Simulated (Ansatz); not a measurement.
CH5FSSi (`FC([SiH3])S`), charge 0, multiplicity 1.

(1) Give a relaxed structure at PBE0-D4/def2-TZVP (Ansatz). (Best estimate.)

Results:

(1) The calculation gave: 
Cartesian coordinates in Å:
```
F -0.7629 1.5316 0.9090
C 0.0830 0.9051 0.0005
Si -0.5909 -0.8193 -0.4266
S 1.7723 0.8349 0.5876
H 0.1309 1.5390 -0.8914
H 0.1772 -1.3508 -1.5788
H -2.0328 -0.7314 -0.7704
H -0.4019 -1.6880 0.7633
H 1.6251 -0.2211 1.4068
```
This is one stationary point; other conformers may exist.
